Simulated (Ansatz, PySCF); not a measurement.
This triplet is an excited state, 0.69 eV above the relaxed singlet at the level frozen-core CCSD(T)/cc-pVDZ // PBE0-D3(BJ)/def2-TZVP (Ansatz, a quantum-chemistry and plane-wave program).

```xyz
8

O      3.2351    -0.3902     0.3052
C      2.0669    -0.1596     0.3741
Ge     0.5396    -0.8819    -0.6899
Si    -1.5486     0.0649     0.0420
H      1.6522     0.5643     1.1219
H     -1.2776     1.0309     1.1435
H     -2.4544    -1.0037     0.5384
H     -2.2131     0.7752    -1.0816
```

Charge 0, multiplicity 3.

**Question.** Give the Mulliken and meta-Löwdin atomic charges from PBE0-D3(BJ)/def2-TZVP in PySCF.

**Answer.** 
| atom | Mulliken (e) | meta-Löwdin (e) |
|---|---|---|
| O1 | -0.20 | -0.32 |
| C2 | 0.04 | 0.11 |
| Ge3 | 0.07 | 0.07 |
| Si4 | -0.02 | 0.23 |
| H5 | 0.11 | 0.10 |
| H6 | 0.00 | -0.07 |
| H7 | 0.00 | -0.07 |
| H8 | 0.00 | -0.07 |
